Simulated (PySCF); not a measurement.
Structure problem from calculated spectra and properties.

Formula: CH13NOSi4.

| Quantity | Value |
| --- | --- |
| NMR, other nuclei | isotropic shieldings of nuclei other than C and H, by class: 235 (1 N), 287 (1 O), 360 (1 Si), 372 (1 Si), 466 (1 Si), 483 (1 Si) ppm [GIAO PBE0/pcSseg-1] |
| Dipole | 2.08 D [PBE0/pcSseg-1] |
| 1H NMR | chemical shifts (computed TMS as zero) by class: 6.05 (1 H), 5.33 (1 H), 5.22 (1 H), 3.66 (3 H), 3.22 (1 H), 3.22 (1 H), 0.43 (2 H), 0.32 (3 H) ppm [GIAO PBE0/pcSseg-1] |
| Rotational structure | rotational constants A, B, C: 1.438, 0.738, 0.552 GHz [GFN2-xTB] |
| 13C NMR | chemical shifts (computed TMS as zero) by class: 0.9 (1 C) ppm [GIAO PBE0/pcSseg-1] |

Gas-phase values; electronic properties from PySCF, density fitting. Levels stand in brackets. The structure is a single GFN2-xTB conformer in the gas phase; no vibrational or solvent corrections. Each NMR value is the plain mean over a class of atoms that symmetry, rotation or inversion makes alike.

Question: Give a SMILES that accounts for the data.

Answer: Numbering: `[CH3:1][SiH2:2][O:3][Si@@H:4]([NH2:5])[SiH2:6][SiH3:7]`. Its formula, CH13NOSi4, gives 0 degrees of unsaturation, so no ring and no π bond. The one carbon: Si-methyl carbon [C1] (0.9 ppm). Hydrogen classes from least to most shielded: 1 H on an oxygen-bound silicon, Si4 (6.05 ppm), 1 H on an oxygen-bound silicon, Si2 (5.33 ppm), 1 H on an oxygen-bound silicon, Si2 (5.22 ppm), 3 H on an SiH3 silicon, Si7 (3.66 ppm), 1 H on an SiH2 silicon, Si6 (3.22 ppm), 1 H on an SiH2 silicon, Si6 (3.22 ppm), 2 H on a silicon-bound nitrogen, N5 (0.43 ppm), 3 H on an Si-methyl carbon, C1 (0.32 ppm, a mean of values up to 0.7 ppm apart in this geometry). The other shieldings belong to: 235 ppm, silicon-bound nitrogen [N5]; 287 ppm, siloxane oxygen [O3]; 360 ppm, oxygen-bound silicon [Si4]; 372 ppm, oxygen-bound silicon [Si2]; 466 ppm, SiH3 silicon [Si7]; 483 ppm, SiH2 silicon [Si6]. The optimised geometry has point group C1 and is an asymmetric top. Structure: `C[SiH2]O[Si@@H](N)[SiH2][SiH3]`. Computed isomers that give other values at the same levels: `C[Si@@H](O[SiH3])N([SiH3])[SiH3]` (1H chemical shifts (computed TMS as zero) by class: 5.24 (1 H), 5.23 (3 H), 4.75 (6 H), 0.27 (3 H) ppm); `C[Si@](O)([SiH2]N)[SiH2][SiH3]` (13C chemical shifts (computed TMS as zero) by class: 6.9 (1 C) ppm); `C[SiH2][Si@](O)([SiH3])[SiH2]N` (13C chemical shifts (computed TMS as zero) by class: -9.1 (1 C) ppm). The assignments are read from this structure; whether some other isomer fits the data as well wasn't checked. The mirror image fits equally.

Conformer computed: `[CH3:1][SiH2:2][O:3][Si@@H:4]([NH2:5])[SiH2:6][SiH3:7]`: C1–Si2–O3–Si4 52°, Si2–O3–Si4–N5 -36°, O3–Si4–Si6–Si7 -2°, H–N5–Si4–O3 -44°, H–N5–Si4–O3 177°.
